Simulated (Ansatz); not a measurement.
Gas-phase reaction in SMILES: [NH]B(Cl)Cl -> B([NH-])(Cl)Cl (an electron is taken up)

Wanted: adiabatic electron affinity (0 K, with zero-point energies), in eV. Positive where the reaction releases energy. Conventions: 6-31G* and kin with 6d, 5d where marked; open shells spin-unrestricted; no spin-orbit coupling; non-relativistic; valence correlation only; no dispersion term unless named. CBS(X,Y): correlation extrapolated as X^-3; Hartree-Fock from the larger set. First-principles rows: single points at B3LYP-D3(BJ) geometries (Ansatz, an electronic-structure program), with unscaled harmonic terms from B3LYP/6-31G* (Ansatz) at its own minima. Sets without +, aug- or the D of def2-TZVPD hold no diffuse functions, which anions need.

| species | coefficient | E at MP2/6-31G* (Ansatz), Eh | E at wB97X-V/def2-TZVPD (Ansatz), Eh | zero-point energy, kcal/mol |
|---|---|---|---|---|
| [NH]B(Cl)Cl | +1 | -999.21307 | -1000.54414 | 11.61 |
| [NH-]B(Cl)Cl | -1 | -999.31210 | -1000.66129 | 12.59 |

Coupled cluster (Ansatz) is a level with limits of its own, used here on species with T1 under 0.025 (0.045 for open shells) and stable references: CCSD(T)/CBS(aug-cc-pV(T+d)Z,aug-cc-pV(Q+d)Z). Value to compare with, CCSD(T)/CBS(aug-cc-pV(T+d)Z,aug-cc-pV(Q+d)Z) (Ansatz): 3.34 eV. 1 Eh = 27.2114 eV and 1 eV = 23.0605 kcal/mol.

### Question
Compute it at each level from the table, and compare with CCSD(T)/CBS(aug-cc-pV(T+d)Z,aug-cc-pV(Q+d)Z) (Ansatz).

### Answer

- MP2/6-31G*: the sum of coefficient times E is 0.09903 Eh, or 2.695 eV; the thermal terms add -0.042. Result: 2.65 eV. Its difference against CCSD(T)/CBS(aug-cc-pV(T+d)Z,aug-cc-pV(Q+d)Z) (Ansatz) is -0.69 eV.
- wB97X-V/def2-TZVPD: the sum of coefficient times E is 0.11715 Eh, or 3.188 eV; the thermal terms add -0.042. Result: 3.15 eV. Its difference against CCSD(T)/CBS(aug-cc-pV(T+d)Z,aug-cc-pV(Q+d)Z) (Ansatz) is -0.19 eV.
